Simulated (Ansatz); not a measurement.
CH$_{7}$FO$_{2}$Si$_{2}$, SMILES `O[SiH](O)C[SiH2]F`, relaxed with RKS PBE0-D4/def2-TZVP in Ansatz from a GFN2-xTB geometry. The force threshold is 0.005 eV/Å; the program also tests the step.

Total charge 0; spin multiplicity 1.

Start:

```xyz
13

O    -0.999    0.574    1.738
Si    0.208    1.087    0.777
O    -0.326    2.102   -0.380
C     1.038   -0.313   -0.203
Si   -0.177   -1.464   -1.072
F    -1.222   -1.977    0.065
H    -1.430   -0.264    1.591
H     1.101    1.769    1.706
H    -0.964    2.777   -0.165
H     1.658   -0.891    0.482
H     1.714    0.122   -0.934
H     0.437   -2.698   -1.549
H    -1.037   -0.826   -2.055
```

Task: By how much does the energy fall, and how many steps does the optimiser take? (Best estimate.)

Result: Computed: 12.27 kJ/mol, in 11 steps.

Task: Which bonds change most? (Best estimate.)

Result: Ansatz gave: Si2–C4 from 1.900 to 1.862 Å; C4–Si5 from 1.886 to 1.853 Å; Si5–H13 from 1.455 to 1.480 Å; Si5–H12 from 1.458 to 1.484 Å.

Task: Give the relaxed structure. (An estimate is asked.)

Result: Computed: 
```xyz
13

O    -0.771    0.460    1.951
Si    0.216    1.044    0.781
O    -0.583    1.906   -0.370
C     1.028   -0.329   -0.178
Si   -0.178   -1.409   -1.081
F    -1.451   -1.645   -0.113
H    -1.381   -0.232    1.678
H     1.182    1.899    1.511
H    -1.091    2.667   -0.087
H     1.620   -0.938    0.514
H     1.718    0.107   -0.909
H     0.370   -2.756   -1.378
H    -0.679   -0.775   -2.321
```
